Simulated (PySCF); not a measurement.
Mo(O)(NMe)(SH)2 (CH5MoNOS2), SMILES C[N]=[Mo](=[O])([SH])[SH], multiplicity 1.

Coordinates come from a PBE0-D3(BJ)/def2-SVP optimisation. The multiplicity is an assumed one; other spin states were not compared. The def2 effective core potentials stand for the cores of Mo; spin–orbit coupling is left out. The values are those of a single conformer.

All values below come from TDA-B3LYP/def2-SVPD run with PySCF.

Vertical excitations. The molecule is in vacuum. State labels are in the subgroup Cs.

Computed UV-visible absorptions:
| state | symmetry | energy (eV) | λ (nm) | f | main pairs |
|---|---|---|---|---|---|
| S1 | A" | 3.86 | 321 | 0.077 | HOMO→LUMO 75 %, HOMO−2→LUMO 17 % |
| S2 | A' | 3.98 | 312 | 0.004 | HOMO→LUMO+1 65 %, HOMO−1→LUMO 25 % |
| S3 | A' | 4.10 | 302 | 0.012 | HOMO−1→LUMO 55 %, HOMO→LUMO+1 31 % |
| S4 | A" | 4.14 | 300 | 0.006 | HOMO−1→LUMO+1 88 % |
| S5 | A" | 4.42 | 280 | 0.042 | HOMO−2→LUMO 77 % |
| S6 | A' | 4.53 | 274 | 0.002 | HOMO→LUMO+2 68 %, HOMO−3→LUMO 24 % |
| S7 | A' | 4.74 | 261 | 0.010 | HOMO−3→LUMO 53 %, HOMO→LUMO+2 21 % |
| S8 | A" | 4.84 | 256 | 0.007 | HOMO−3→LUMO+1 86 % |
| S9 | A" | 4.87 | 255 | 0.007 | HOMO−1→LUMO+2 83 % |
| S10 | A" | 5.11 | 243 | 0.000 | HOMO→LUMO+3 93 % |
| T1 | A" | 3.12 | 397 | 0 | HOMO→LUMO 99 % |
| T2 | A' | 3.43 | 361 | 0 | HOMO−1→LUMO 79 % |
| T3 | A' | 3.64 | 341 | 0 | HOMO→LUMO+1 60 %, HOMO−2→LUMO+1 20 %, HOMO−1→LUMO 12 % |
| T4 | A" | 3.72 | 333 | 0 | HOMO−1→LUMO+1 66 %, HOMO−3→LUMO+1 16 %, HOMO−2→LUMO 12 % |
Triplets are in the Tamm–Dancoff approximation.
